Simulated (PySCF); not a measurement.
A GIAO shielding run with PySCF (density fitting, non-relativistic, gas phase) on `InChI=1S/C5H10SSi/c7-6-4-3-5(4)1-2-5/h4H,1-3H2,7H3/t4-/m0/s1`:

```
$ OMP_NUM_THREADS=1 python probes_run.py task.json out

{"job": {"kind": "nmr", "xc": "PBE0", "basis": "pcSseg-1"}, "charge": 0, "multiplicity": 1}
Si     2.771084    -0.143007    -0.500072
S      1.631716    -0.477203     1.279238
C      0.065193    -0.990052     0.540050
C     -1.192110    -0.867936     1.371071
C     -0.961918     0.015439     0.206541
C     -1.688336     0.468480    -1.000441
C     -1.019385     1.464357    -0.079776
H      2.732539    -1.372128    -1.286515
H      2.175768     0.947280    -1.265300
H      4.092781     0.178721     0.002480
H      0.182712    -1.861501    -0.091953
H     -1.092616    -0.442329     2.359059
H     -1.924038    -1.660430     1.302815
H     -2.767584     0.417541    -1.000574
H     -1.244479     0.288580    -1.969345
H     -0.122536     1.960850    -0.421382
H     -1.645790     2.085368     0.544192
```

Hardware: 1 thread of an Arm Neoverse V1, shared host. The job also computes population analyses, field gradients, ring-centre shieldings.

**Question.** How large is the calculation?

**Answer.** 70 electrons, 183 basis functions and 993 auxiliary functions.

**Question.** How long does it take, and how much memory does it need?

**Answer.** 41 s of wall time, with 12 SCF cycles and 5 response iterations; peak memory 0.75 GiB. Times on a shared host scatter by some tens of per cent.
